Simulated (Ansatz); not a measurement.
GeH6SO2, closed shell: a relaxation.

Input (in.yaml):

```yaml
crystal:
  periodic: [false, false, false]
  atoms:
    - {symbol: Ge, position_ang: [-0.771589, -0.823553, -0.159884]}
    - {symbol: S, position_ang: [2.151189, -0.738469, -0.093310]}
    - {symbol: H, position_ang: [-0.483656, -0.919557, -1.681339]}
    - {symbol: H, position_ang: [-0.593018, -2.127575, 0.645177]}
    - {symbol: H, position_ang: [-2.186806, -0.268326, 0.024435]}
    - {symbol: H, position_ang: [1.287485, 0.386052, 0.308637]}
    - {symbol: O, position_ang: [-0.065769, 0.649708, 0.664337]}
    - {symbol: O, position_ang: [-0.590737, 1.944297, 0.388204]}
    - {symbol: H, position_ang: [2.128358, -0.305719, -1.364477]}
    - {symbol: H, position_ang: [-0.875458, 2.203042, 1.268220]}
basis:
  gaussian: {orbitals: def2-TZVP}
hamiltonian: {xc: pbe0, dispersion: d4}
relax: {f_tol: 0.005, max_steps: 200}
```

Command:

```bash
ansatz run in.yaml --threads 8 --pin off --events-out ev --progress --plain --max-ram 19148MiB
```

Output of Ansatz 0.2.0:

```
Functional definition: PBE0
  name "PBE0"
  cite "Adamo & Barone, J. Chem. Phys. 110, 6158 (1999) doi:10.1063/1.478522"
  cite "Perdew, Burke & Ernzerhof, Phys. Rev. Lett. 77, 3865 (1996) doi:10.1103/PhysRevLett.77.3865"
  parent pbe
  parameter a = 0.25
  parameter kappa = 0.804
  parameter beta = 0.06672455060314922
  exchange = (1 - a)*pbe_x(kappa = kappa, mu = beta*pi^2/3) + a*exact_x
  correlation = pbe_c(beta = beta)
1238 factors; their error is unknown
mean field evaluation 1: about -71526.1003 eV, gradient 4.0e1 eV
mean field evaluation 2: about -71524.2886 eV, gradient 5.3e1 eV
mean field evaluation 4: about -71528.5885 eV, gradient 3.6e0 eV
mean field evaluation 8: about -71528.6053 eV, gradient 5.9e-2 eV
mean field evaluation 16: about -71528.9044 eV, gradient 2.8e-5 eV
mean field -71528.90443900 eV, -2628.6387541003 hartree, gradient 2.8e-5 eV, S^2 0.000000; 0 other end points of the search recorded, 0 dependent functions left out
the calculation of the forces begins
reference -71528.90446817 eV, -2628.6387551724 hartree; 35, 35 occupied and 148, 148 virtual orbitals, 1238 factors
relax step   1: F+E_penalty+E_count = -71529.07418131 eV  Δ(F+E_penalty+E_count) = +0.000e0 eV  max|allowed force component| = 1.069e0 eV/Å  Δτ_max = 0.0000 Å  (27 SCF iters, accepted)
relax step   2: F+E_penalty+E_count = -71529.41261313 eV  Δ(F+E_penalty+E_count) = -3.384e-1 eV  max|allowed force component| = 1.124e0 eV/Å  Δτ_max = 0.1927 Å  (37 SCF iters, accepted)
relax step   3: F+E_penalty+E_count = -71529.63237698 eV  Δ(F+E_penalty+E_count) = -2.198e-1 eV  max|allowed force component| = 1.002e0 eV/Å  Δτ_max = 0.1938 Å  (33 SCF iters, accepted)
relax step   4: F+E_penalty+E_count = -71529.69216735 eV  Δ(F+E_penalty+E_count) = -5.979e-2 eV  max|allowed force component| = 1.522e0 eV/Å  Δτ_max = 0.1983 Å  (32 SCF iters, accepted)
relax step   5: F+E_penalty+E_count = -71529.79827391 eV  Δ(F+E_penalty+E_count) = -1.061e-1 eV  max|allowed force component| = 5.078e-1 eV/Å  Δτ_max = 0.1946 Å  (32 SCF iters, accepted)
relax step   6: F+E_penalty+E_count = -71529.81940221 eV  Δ(F+E_penalty+E_count) = -2.113e-2 eV  max|allowed force component| = 2.943e-1 eV/Å  Δτ_max = 0.0711 Å  (32 SCF iters, accepted)
relax step   7: F+E_penalty+E_count = -71529.82625406 eV  Δ(F+E_penalty+E_count) = -6.852e-3 eV  max|allowed force component| = 5.939e-1 eV/Å  Δτ_max = 0.2000 Å  (38 SCF iters, accepted)
relax step   8: F+E_penalty+E_count = -71529.83927801 eV  Δ(F+E_penalty+E_count) = -1.302e-2 eV  max|allowed force component| = 1.681e-1 eV/Å  Δτ_max = 0.1083 Å  (32 SCF iters, accepted)
relax step   9: F+E_penalty+E_count = -71529.84215390 eV  Δ(F+E_penalty+E_count) = -2.876e-3 eV  max|allowed force component| = 9.237e-2 eV/Å  Δτ_max = 0.0357 Å  (32 SCF iters, accepted)
relax step  10: F+E_penalty+E_count = -71529.84374199 eV  Δ(F+E_penalty+E_count) = -1.588e-3 eV  max|allowed force component| = 6.329e-2 eV/Å  Δτ_max = 0.0718 Å  (32 SCF iters, accepted)
relax step  11: F+E_penalty+E_count = -71529.84456617 eV  Δ(F+E_penalty+E_count) = -8.242e-4 eV  max|allowed force component| = 9.645e-2 eV/Å  Δτ_max = 0.1022 Å  (32 SCF iters, accepted)
relax step  12: F+E_penalty+E_count = -71529.84506898 eV  Δ(F+E_penalty+E_count) = -5.028e-4 eV  max|allowed force component| = 5.209e-2 eV/Å  Δτ_max = 0.0340 Å  (32 SCF iters, accepted)
relax step  13: F+E_penalty+E_count = -71529.84542321 eV  Δ(F+E_penalty+E_count) = -3.542e-4 eV  max|allowed force component| = 1.386e-2 eV/Å  Δτ_max = 0.0401 Å  (32 SCF iters, accepted)
relax step  14: F+E_penalty+E_count = -71529.84559567 eV  Δ(F+E_penalty+E_count) = -1.725e-4 eV  max|allowed force component| = 2.939e-2 eV/Å  Δτ_max = 0.0671 Å  (32 SCF iters, accepted)
relax step  15: F+E_penalty+E_count = -71529.84580168 eV  Δ(F+E_penalty+E_count) = -2.060e-4 eV  max|allowed force component| = 2.698e-2 eV/Å  Δτ_max = 0.0244 Å  (33 SCF iters, accepted)
relax step  16: F+E_penalty+E_count = -71529.84586465 eV  Δ(F+E_penalty+E_count) = -6.297e-5 eV  max|allowed force component| = 1.326e-2 eV/Å  Δτ_max = 0.0079 Å  (32 SCF iters, accepted)
relax step  17: F+E_penalty+E_count = -71529.84591131 eV  Δ(F+E_penalty+E_count) = -4.666e-5 eV  max|allowed force component| = 3.828e-3 eV/Å  Δτ_max = 0.0167 Å  (33 SCF iters, accepted)
relax step  18: F+E_penalty+E_count = -71529.84592597 eV  Δ(F+E_penalty+E_count) = -1.466e-5 eV  max|allowed force component| = 3.363e-3 eV/Å  Δτ_max = 0.0174 Å  (32 SCF iters, accepted)
relax step  19: F+E_penalty+E_count = -71529.84592889 eV  Δ(F+E_penalty+E_count) = -2.918e-6 eV  max|allowed force component| = 3.642e-3 eV/Å  Δτ_max = 0.0083 Å  (34 SCF iters, accepted)
Total energy: -71529.84596014 eV, -2628.6733543643 hartree
Atom 0 at    -1.230960    -0.760892    -0.027427 Å, force    -0.001051    -0.000744    -0.000279 eV/Å
Atom 1 at     2.763520    -0.645163    -0.318707 Å, force    -0.000722     0.001171    -0.000446 eV/Å
Atom 2 at    -0.757506    -0.739214    -1.482874 Å, force    -0.000376     0.000031     0.000351 eV/Å
Atom 3 at    -0.895931    -2.066038     0.701240 Å, force     0.000015     0.000071     0.000099 eV/Å
Atom 4 at    -2.711558    -0.371926     0.098360 Å, force     0.001287    -0.000191     0.000051 eV/Å
Atom 5 at     1.811220    -0.017471     0.398028 Å, force     0.000749    -0.000537    -0.000885 eV/Å
Atom 6 at    -0.269355     0.467418     0.906192 Å, force    -0.000936     0.003642    -0.002961 eV/Å
Atom 7 at    -0.465558     1.702988     0.195411 Å, force     0.001477    -0.003004     0.003012 eV/Å
Atom 8 at     2.585341     0.172830    -1.366746 Å, force    -0.000083    -0.000621     0.001451 eV/Å
Atom 9 at    -0.829213     2.257368     0.896524 Å, force    -0.000360     0.000181    -0.000392 eV/Å
Dipole moment:    -0.555516     0.136634     0.010939 e Å

[the SCF lines of later steps are left out]
```

The lines “mean field evaluation” count trial sets of orbitals through the whole run, from several starts and some on an approximate energy, so they need not fall steadily or lie above the final value.

The run took about 18 s on 8 CPU threads of an Intel Xeon 6975P-C (shared host).
